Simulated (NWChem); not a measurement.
Molecule: GeH₂, singlet; SMILES [GeH2]

Computed with NWChem. Pople sets run with spherical d functions. Low-valent species are run as closed-shell singlets; no triplet was tried in these runs. The level has its own optimisation; frequencies are unscaled.

**Question.** What does the run give for Hartree-Fock/6-31G*? Quantities: r Ge–H (Å); highest harmonic frequency (cm⁻¹); lowest (cm⁻¹); zero-point energy (kcal/mol); dipole (D).

**Answer.** 
```yaml
r Ge–H (Å): 1.588
highest harmonic frequency (cm⁻¹): 2031
lowest (cm⁻¹): 1026
zero-point energy (kcal/mol): 7.3
dipole (D): 0.29
```
